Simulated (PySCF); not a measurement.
C3H7NSi, SMILES C(N)C#C[SiH3].

Geometry: PBE0-D3(BJ)/def2-SVP. Other conformers were not sampled.

Calculation: TDDFT-PBE/def2-SVPD (PySCF).

Vertical excitations. 

```tsv
state	energy (eV)	λ (nm)	f	main pairs
S1	5.16	240	0.084	HOMO→LUMO 93 %
S2	5.17	240	0.001	HOMO→LUMO+1 98 %
S3	5.64	220	0.001	HOMO−1→LUMO 98 %
S4	5.75	216	0.001	HOMO→LUMO+2 99 %
S5	6.01	206	0.009	HOMO−2→LUMO 53 %, HOMO−1→LUMO+1 46 %
S6	6.22	199	0.002	HOMO−2→LUMO+1 97 %
S7	6.29	197	0.001	HOMO→LUMO+3 99 %
S8	6.38	194	0.010	HOMO→LUMO+4 98 %
S9	6.41	194	0.004	HOMO−1→LUMO+2 99 %
S10	6.73	184	0.060	HOMO−2→LUMO+2 88 %
T1	4.58	271	0	HOMO→LUMO 79 %, HOMO−2→LUMO 12 %
T2	4.96	250	0	HOMO→LUMO+1 76 %, HOMO−1→LUMO 19 %
T3	5.01	248	0	HOMO−1→LUMO+1 75 %, HOMO→LUMO 14 %
T4	5.26	236	0	HOMO−1→LUMO 67 %, HOMO→LUMO+1 23 %
```
Triplets are in the Tamm–Dancoff approximation, which puts them higher than full response would, so one can lie above its singlet here.
